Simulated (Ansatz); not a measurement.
A nudged elastic band was laid between two geometries of AsH₇SSi₂ (11 atoms, charge 0, multiplicity 1).

These are results of RKS revPBE/def2-SVP (Ansatz), not measurements.

```yaml
movable_images: 7
climbing_image: yes
spring: 5.0 eV/Å²
optimiser: quadratic models (default)
start_path: through a guess of the saddle point
force_threshold: 0.05 eV/Å
iteration_limit: 60
end_points: relaxed
```

First end point:

```xyz
11
Properties=species:S:1:pos:R:3
Si -0.919 1.632 -0.121
Si 0.061 -0.072 1.195
As 1.608 -1.522 0.027
S 0.217 -2.009 -1.745
H -1.678 1.041 -1.278
H -1.867 2.457 0.714
H 0.165 2.535 -0.652
H -0.993 -0.974 1.785
H 0.829 0.551 2.338
H 2.309 -0.341 -0.681
H 0.334 -3.355 -1.561
```

Last end point:

```xyz
11
Properties=species:S:1:pos:R:3
Si -0.983 1.729 -0.199
Si -0.949 -0.187 1.269
As 1.037 -1.092 0.204
S 0.614 -2.497 -1.513
H -1.508 1.357 -1.568
H -1.960 2.721 0.390
H 0.322 2.467 -0.416
H 1.895 -1.939 1.154
H 0.072 0.427 2.260
H 2.189 -0.332 -0.480
H -0.663 -2.710 -1.079
```

Question: What changes between the two ends?

Answer: Bonds broken: Si2–H8. Bonds formed: As3–H8.

Question: What energy profile does the band end with?

Answer: The run converged. The highest image is number 5 of 0 to 8, 2.92 eV above the first end and 1.34 eV above the last; the last end lies 1.57 eV above the first. Neighbouring images differ by up to 1.2 eV, so the band resolves the path poorly. A vibrational analysis at the climbing image gives one clearly imaginary mode, 939i cm⁻¹: a first-order saddle point. The orbitals stay closed-shell, which can raise the energy where a bond breaks towards radicals; this wasn't checked here.

```
image  path coordinate (Å)  energy (eV)  Si2–H8 (Å)  As3–H8 (Å)
    0                 0.00         0.00        1.51        3.19
    1                 0.71         0.02        1.51        3.14
    2                 1.42         0.13        1.51        3.02
    3                 2.13         0.54        1.52        2.67
    4                 2.84         1.75        1.61        2.13
    5                 3.55         2.92        2.03        1.69
    6                 4.45         1.93        2.78        1.53
    7                 5.35         1.63        3.21        1.53
    8                 6.25         1.57        3.34        1.53
```

Question: What is the geometry of the highest image?

Answer: 
```xyz
11
Properties=species:S:1:pos:R:3:forces:R:3
Si -1.205 1.927 -0.157 0.00 0.01 0.00
Si -0.329 -0.023 0.938 0.00 -0.01 0.00
As 1.505 -1.290 0.131 0.01 0.01 0.00
S 0.845 -2.639 -1.560 0.00 -0.01 -0.01
H -1.944 1.528 -1.409 0.00 0.00 0.00
H -2.175 2.635 0.757 0.00 0.00 0.00
H -0.110 2.896 -0.540 0.00 0.00 0.00
H 0.503 -1.825 1.383 0.00 0.00 0.00
H 0.477 0.518 2.115 0.00 0.00 0.00
H 2.949 -1.101 -0.515 0.00 0.00 0.00
H -0.450 -2.681 -1.122 0.00 0.00 0.00
```

The band took 15 iterations and about 8 core-minutes.

Run time: 4.1 min on 2 threads of Arm Neoverse V2, with other jobs on the host, peak memory 0.17 GiB.
